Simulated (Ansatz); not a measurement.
```yaml
crystal:
  periodic: [true, true, true]
  atoms:
    - {symbol: N, position_ang: [-0.100225, 2.239263, -1.094451]}
    - {symbol: Zn, position_ang: [0.337107, 0.751772, -0.156440]}
    - {symbol: O, position_ang: [0.898764, -0.562365, 0.950810]}
    - {symbol: C, position_ang: [0.052759, -1.604602, 0.974805]}
    - {symbol: F, position_ang: [-1.070887, -1.310180, 0.143489]}
    - {symbol: H, position_ang: [0.652563, 2.670369, -1.613819]}
    - {symbol: H, position_ang: [-0.882198, 2.126225, -1.726005]}
    - {symbol: H, position_ang: [0.483188, -2.521503, 0.551406]}
    - {symbol: H, position_ang: [-0.371069, -1.788990, 1.970223]}
basis:
  gaussian: {orbitals: def2-SVPD, fitting: {mean_field: def2-universal-jkfit}}
magnetization: {spin_polarized: true, initial_magnetization: 0}
hamiltonian: {xc: {name: rPW86-PBE}}
accuracy: high
```

```sh
$ ansatz run in.yaml --threads 2 --pin off --events-out ev --progress --plain --max-ram 20480MiB --backend cpu
```

Output, abridged:

```
Error: YAML parse error: error: line 2 column 3: crystal: missing field `lattice` (a structure is typed as `lattice` and `atoms`, a molecule's as `atoms` in Å alone, or read from a run's directory, `checkpoint`)
 --> <input>:2:3
1 | crystal:
2 |   periodic: [true, true, true]
3 |   atoms:
4 |     - {symbol: N, position_ang: [-0.100225, 2.239263, -1.094451]}
```

Question: Something in this input is off. What?

Answer: The molecule is marked periodic without a cell. The program refused the input.
